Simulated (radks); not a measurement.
Numerical settings for the sulfur ion S+, [Ne] 3s2 3p3. All-electron calculation, scalar-relativistic Kohn-Sham, PBE, spin-polarised, spherical densities, point nucleus; open shells are filled with parallel spins first. Program: a radial shooting solver on a logarithmic mesh with Libxc functionals. The defaults (mesh step 0.008 in ln r, mesh end at 40 bohr or more with all orbitals vanishing there, Anderson mixing 0.5 over 9 steps, residual threshold near 1e-9 with the energy settled to 1e-9 hartree or 1e-11 of itself, here a cap of 92 iterations) give E = -398.7012 hartree and 3p at -17.909 eV in 13 iterations. Run on one thread of a shared host, so times are rough (Intel(R) Xeon(R) 6975P-C): 0.09 s of CPU time, 0.09 s wall, 13 iterations on 2476 mesh points. Changes against that run (0 stands for a change within the tolerance of the run):

setting,iterations,converged,E (mhartree),e(3p) (meV),CPU (s)
mesh step in ln r 0.03,13,yes,0,0,0.03
mesh step in ln r 0.003,13,yes,0,0,0.22
mesh step in ln r 0.05,13,yes,-0.000833,-0.00537,0.02
mesh end (bohr) 2,14,level above zero,+5.24e+03,+4.66e+04,0.07
mesh end (bohr) 5,13,yes,+13.4,+414,0.08
residual threshold 0.01,7,yes,-0.000113,-3.3,0.06
residual threshold 0.001,7,yes,-0.000113,-3.3,0.06
mixing 0.2,15,yes,0,0,0.1
"linear mixing, mixing 0.5",30,yes,0,0,0.15
"linear mixing, mixing 0.8",17,yes,0,0,0.1
mixing history 20,17,yes,0,0,0.1
iteration cap 2,2,no,+136,-7.62e+03,0.02

Settled on a wrong energy, with an occupied level pushed above zero by the early mesh end: mesh end (bohr) 2 (+5.24 hartree). Apart from these: settings that end as converged yet miss the energy by more than 1 mhartree: mesh end (bohr) 5 (+0.0134 hartree). A mesh that ends early acts as a hard wall.
